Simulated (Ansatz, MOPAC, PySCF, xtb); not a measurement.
Breaking a bond: tellurium hexafluoride, F₆Te, SMILES F[Te](F)(F)(F)(F)F. The Te1–F7 bond (Te1 also carries F, F, F, F, F; F7 carries nothing else) is stretched with both fragments frozen at the PBE0/def2-TZVP, def2 effective core potentials past Kr optimised geometry.

- GFN1-xTB (xtb)
- PM6, restricted, heats of formation (MOPAC)
- RHF/3-21G = restricted Hartree-Fock/3-21G run with PySCF
- RKS-B3LYP = Ansatz (a program for electronic structure) with restricted B3LYP/def2-TZVP, def2 effective core potentials past Kr
- UKS-PBE = unrestricted PBE/def2-TZVP, def2 effective core potentials past Kr run with Ansatz

Energies are in kcal/mol, each relative to the lowest point of its own curve near equilibrium.

```
R / Å  GFN1-xTB    PM6  RHF/3-21G  RKS-B3LYP  UKS-PBE
-----  --------  -----  ---------  ---------  -------
1.50       59.7   25.7      100.4       81.2     85.9
1.63       17.9    7.8       28.3       23.9     27.0
1.71        6.4    2.3        8.7        8.1     10.1
1.79        1.2    0.1        0.8        1.1      2.1
1.83        0.2    0.0        0.0        0.0      0.4
1.86        0.0    0.3        0.5        0.0      0.0
1.95        1.6    3.2        6.0        2.9      1.8
2.05        6.3    8.7       16.9        9.7      7.3
2.23       18.9   22.4       42.4       26.1     21.7
2.44       36.6   40.0       73.7       46.5     40.1
2.65       53.3   56.2      102.5       65.2     56.8
2.99       72.8   76.6      141.5       89.2     77.5
3.38       85.2   91.0      175.4      108.2     89.4
3.87          —  100.7      203.8      122.7     96.1
4.53          —      —      224.2      132.7     99.7
5.27          —      —      235.1      137.9    101.1
```

At the longest distance, 5.27 Å, RHF/3-21G lies highest above its minimum (235.1 kcal/mol) and UKS-PBE lowest (101.1 kcal/mol).

A dash means that the run gave no value there, or that the column was ended at a point which the program doubted or which failed a test of continuity chosen for this set; such a test can also cut sound points.

The restricted form behind PM6, RHF/3-21G, RKS-B3LYP keeps the bonding electrons paired and can't separate into open-shell fragments. The unrestricted determinant behind UKS-PBE is spin-contaminated at 2.99 to 5.27 Å (<S²> up to 0.9, against 0.00 for a pure singlet).
